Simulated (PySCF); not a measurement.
Ligands exchanged one at a time, B Br-SH. All species are isolated molecules in the gas phase. One relaxed conformer stands for each flexible species; it need not be the lowest. Strings in code marks are SMILES.

The S1–T1 gap (TDA) from two functionals at the same geometries (r2SCAN-D4/def2-TZVP), both in PySCF: PBE-D3(BJ)/def2-TZVP and r2SCAN-D4/def2-TZVP. Excitations are Tamm–Dancoff values on a coarser integration grid. The basis has no diffuse functions, so Rydberg states are missing or too high.

| species | PBE-D3(BJ)/def2-TZVP (eV) | r2SCAN-D4/def2-TZVP (eV) |
|---|---|---|
| 0 of 3 Br replaced by SH (`BrB(Br)Br`) | 0.17 | 0.19 |
| 1 of 3 Br replaced by SH (`B(Br)(S)Br` (H–S–B–Br torsion 0°)) | 0.47 | 0.69 |
| 2 of 3 Br replaced by SH (`SB(S)Br` (H–S–B–Br torsion -180°, Br–B–S–H torsion 180°)) | 0.88 | 1.07 |
| 3 of 3 Br replaced by SH (`B(S)(S)S`) | 0.67 | 0.89 |

Over these rows, drawn at random from the members with no instability flagged (it was tested for open shells, ions and some series alone), PBE minus r2SCAN-D4: mean -0.16 eV, from -0.22 eV to -0.03 eV.
